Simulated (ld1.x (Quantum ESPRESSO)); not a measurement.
How hard is this ruthenium TM potential?

ld1.x (Quantum ESPRESSO) 7.5 input, shortened:

```
&input
   title='Ru', zed=44., rel=0, dft='PZ', iswitch=3,
   config='[Kr] 4d7.5 5s0.5 5p0'
 /
 &inputp
   pseudotype=2, tm=.true., lloc=-1, rcloc=2.90,
   nlcc=.false.
 /
3
5S  1  0   0.50   0.00  2.75  2.75  0.0
5P  2  1   0.00   0.00  4.20  4.20  0.0
4D  3  2   7.50   0.00  1.40  1.40  0.0
 &test
   configts(1)='4d7.5 5s0.5 5p0'
 /
```

The pseudo-atom Hamiltonian at the reference potential is diagonalised in spherical Bessel functions j_l(qr) that vanish at 20 bohr, with q² up to the cutoff. All-electron valence levels (Ry): 5s -0.2715, 5p -0.0572, 4d -0.3322.

Problem. How do the lowest levels (Ry) of each channel move with the cutoff, and are there ghosts?

Solution.

```
cutoff (Ry)     s #1    s #2     p #1    p #2     d #1    f #1    f #2  Σ f·Δε (mRy)
          8  -0.2697  0.0157  -0.0571  0.0558   0.0532  0.1094  0.2348        2891.5
         12  -0.2708  0.0155  -0.0571  0.0558   0.0469  0.1094  0.2348        2843.2
         15  -0.2712  0.0155  -0.0571  0.0558   0.0330  0.1094  0.2348        2738.5
         21  -0.2714  0.0154  -0.0571  0.0558  -0.1067  0.1094  0.2348        1691.1
         25  -0.2714  0.0154  -0.0571  0.0558  -0.1721  0.1094  0.2348        1200.9
         35  -0.2715  0.0154  -0.0571  0.0558  -0.2925  0.1094  0.2348         297.3
         45  -0.2715  0.0154  -0.0571  0.0558  -0.3237  0.1094  0.2348          63.2
         50  -0.2715  0.0154  -0.0571  0.0558  -0.3294  0.1094  0.2348          20.5
         60  -0.2715  0.0154  -0.0571  0.0558  -0.3317  0.1094  0.2348           3.5
         70  -0.2715  0.0154  -0.0571  0.0558  -0.3321  0.1094  0.2348           0.6
         90  -0.2715  0.0154  -0.0571  0.0558  -0.3321  0.1094  0.2348           0.5
        400  -0.2715  0.0154  -0.0571  0.0558  -0.3322  0.1094  0.2348           0.0
```

Result: no extra level below or beside the all-electron valence levels (s, p, d, f tested); 10 mRy is reached at 55 Ry and 1 mRy at 70 Ry.
